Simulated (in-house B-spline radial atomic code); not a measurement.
A run on an ion of nuclear charge 66 with 66.8 electrons that did not converge. Method: scalar-relativistic (X2C) LC-wPBE, spin-polarised, spherical fractional occupations, Fermi nucleus of rms radius 5.2218 fm; computed with a B-spline radial code for spherical atoms.

Command:
```bash
python run_scf.py task.json out
```
Settings (nuclear radius in fm, mass in u):
```
Z                66
configuration    [Xe] 4f10.8 6s2
hamiltonian      x2c
method           lc_wpbe
spin_polarised   True
nucleus          fermi
rms_radius       5.2218
atomic_mass      163.92918
speed_of_light   137.035999084
```

First and last ten iterations of the last attempt (damped for 15 steps, keeping 80 % of the old Fock matrix, then DIIS):
```
 iter        energy (Eh)    residual
    1      -12102.217597    7.77e-01
    2      -12102.247820    1.43e+00
    3      -12128.544917    9.20e-01
    4      -12142.835409    5.67e-01
    5      -12150.055800    3.58e-01
    6      -12153.413948    2.36e-01
    7      -12154.861326    1.56e-01
    8      -12155.467145    9.86e-02
    9      -12155.738676    6.94e-02
   10      -12155.880916    5.21e-02
  111      -12150.825110    1.95e-01
  112      -12132.320300    3.92e-01
  113      -12132.399858    3.93e-01
  114      -12117.328713    4.19e-01
  115      -12024.475960    7.83e-01
  116      -12024.085083    7.79e-01
  117      -12154.236897    1.73e-01
  118      -12155.243051    1.09e-01
  119      -12155.783794    6.11e-02
  120      -12151.495770    2.09e-01
 not converged after 120 iterations
```

The smallest residual met was 4.4e-02; the threshold is about 7e-07. No energy from this run should be used. Run time, properties included: 24 s on 1 thread of Intel(R) Xeon(R) 6975P-C (shared host).
